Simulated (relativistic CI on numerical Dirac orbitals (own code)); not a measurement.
Fe⁶⁺: 2p photoemission

Computed with this model: Dirac-Coulomb-Breit CI, KLI orbitals optimised for each configuration, model QED, valence Slater integrals scaled by 0.7, multiplet model of photoemission in the sudden approximation; configurations [Ar] 3d2 → [He] 2s2 2p5 3s2 3p6 3d2; 300 K; Lorentzian 0.7 eV and Gaussian 0.6 eV FWHM. Energies are those of the free ion, without screening or charge transfer. The energies are binding energies and can lie tens of eV above those of solids. S is read from ⟨S²⟩ = S(S + 1).

Field parameters in Wybourne normalisation: Td as Oh with Dq negative (B⁴₀ = 21Dq, B⁴₄ = √(5/14) B⁴₀). The field is a parameter set, without covalency.

free ion: ground-state S = 1.00, centroid 854.29 eV. Peaks (eV, height): 848.7 (65), 849.9 (100), 852.4 (12), 854.2 (8), 862.3 (43), 863.2 (29), 866.5 (21).

Td, 10Dq = -2600 cm⁻¹: ground-state S = 1.00, centroid 854.33 eV. Peaks (eV, height): 848.9 (87), 849.9 (100), 852.7 (13), 854.4 (10), 855.6 (8), 862.2 (58), 866.5 (17).

Td, 10Dq = -7200 cm⁻¹: ground-state S = 1.00, centroid 854.35 eV. Peaks (eV, height): 849.0 (100), 849.9 (91), 853.4 (10), 855.5 (9), 862.4 (65), 865.2 (6), 866.9 (12).

Td, 10Dq = -11800 cm⁻¹: ground-state S = 1.00, centroid 854.35 eV. Peaks (eV, height): 849.0 (100), 850.1 (83), 854.1 (8), 856.0 (8), 862.5 (64), 867.4 (8).

Strongest unbroadened transitions for Td, 10Dq = -2600 cm⁻¹:

| Energy (eV) | Relative strength |
| --- | --- |
| 848.61 | 43.8 |
| 848.71 | 100.0 |
| 849.28 | 26.7 |
| 849.37 | 20.8 |
| 849.69 | 44.8 |
| 849.73 | 15.1 |
| 850.10 | 44.4 |
| 850.11 | 70.0 |
| 850.75 | 24.6 |
| 855.77 | 9.8 |
| 861.95 | 56.7 |
| 862.19 | 33.3 |
| 862.36 | 24.5 |
| 862.56 | 31.2 |
| 863.12 | 30.7 |
| 863.50 | 11.0 |
| 866.36 | 25.2 |
| 866.82 | 16.3 |
